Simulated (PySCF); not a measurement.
Static response to an electric field

Species: C₈H₈.
Numbering: `[CH:1]1=[CH:2]\[CH:3]=[CH:4]/[CH:5]=[CH:6]\[CH:7]=[CH:8]/1` (hydrogens: H9 on C1; H10 on C2; H11 on C3; H12 on C4; H13 on C5; H14 on C6; H15 on C7; H16 on C8)

Structure used (GFN2-xTB), in Å, numbered top down from 1:
```
atom  x, y, z in Å
C1    -1.4730   -0.7134    0.4948
C2    -0.4993   -1.6004    0.3314
C3     0.6284   -1.4722   -0.5965
C4     1.5226   -0.4913   -0.6010
C5     1.5497    0.6474    0.3219
C6     0.5760    1.5340    0.4880
C7    -0.7060    1.5407   -0.2230
C8    -1.6001    0.5598   -0.2205
H9    -2.2995   -0.9427    1.1586
H10   -0.5419   -2.5447    0.8632
H11    0.7440   -2.3044   -1.2825
H12    2.3592   -0.5342   -1.2898
H13    2.4883    0.7801    0.8489
H14    0.7297    2.3792    1.1500
H15   -0.9357    2.4716   -0.7299
H16   -2.5500    0.6995   -0.7250
```

Level: PBE0/def2-SVPD (PySCF), static field, nuclei fixed, core orbitals frozen in the response. The polarisability tensor in these axes (au):

```
x   101.44   0.30  -3.33
y     0.30 101.52   2.91
z    -3.33   2.91  66.40
```

**Question.** Diagonalise the tensor; give its mean and Δα, where Δα² is half the sum of the squared differences of the eigenvalues.

**Answer.** Principal values 65.84, 101.73 and 101.78 au; mean 89.79 au = 13.31 Å³ = 14.80 × 10⁻⁴⁰ C²·m²/J; Δα = 35.91 au (40 % of the mean).

**Question.** What is the dipole moment?

**Answer.** 0.00 D; point group D2d allows none.

**Question.** Traceless (Buckingham) quadrupole moment about the centre of nuclear charge: eigenvalues?

**Answer.** -4.26, 2.12, 2.15 D·Å. With no charge and no dipole, the values don't depend on the origin. The electronic extent ⟨r²⟩ about the same centre is 818 bohr², a root-mean-square distance of 2.02 Å for the 56 electrons.

**Question.** What depolarisation ratio follows for Rayleigh scattering of linearly polarised light, taking the static tensor?

**Answer.** ρ = 3Δα²/(45ᾱ² + 4Δα²) = 3869.1/(362775 + 5158.8) = 0.0105.

**Question.** Molar refractivity from α?

**Answer.** Lorentz–Lorenz: R = (4π/3)N_A α = 2.5225 cm³/(mol·Å³) × 13.31 Å³ = 33.6 cm³/mol, in the limit of long wavelengths.

The structure is a single GFN2-xTB conformer in the gas phase; no vibrational or solvent corrections.
